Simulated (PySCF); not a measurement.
A calculated (PBE, PySCF 2.14, x2c-SVPall, the spin-free X2C one-electron Hamiltonian (Gaussian nucleus)) atom or ion has these occupied shells.

| shell | electrons | orbital energy (eV) | rms radius, mean of both spins (bohr) |
| --- | --- | --- | --- |
| 1s α | 1 | -1794.6 | 0.129 |
| 1s β | 1 | -1794.5 | 0.129 |
| 2s α | 1 | -148.96 | 0.619 |
| 2s β | 1 | -148.86 | 0.619 |
| 2p α | 3 | -105.18 | 0.604 |
| 2p β | 3 | -105.05 | 0.604 |
| 3s α | 1 | -19.303 | 2.22 |
| 3s β | 1 | -18.421 | 2.22 |
| 3p α | 1 | -12.203 | 2.69 |

(1) Name the element and its charge.

Answers

(1) Si⁺ (silicon, charge +1), in [Ne] 3s2 3p1, 2P determinant.
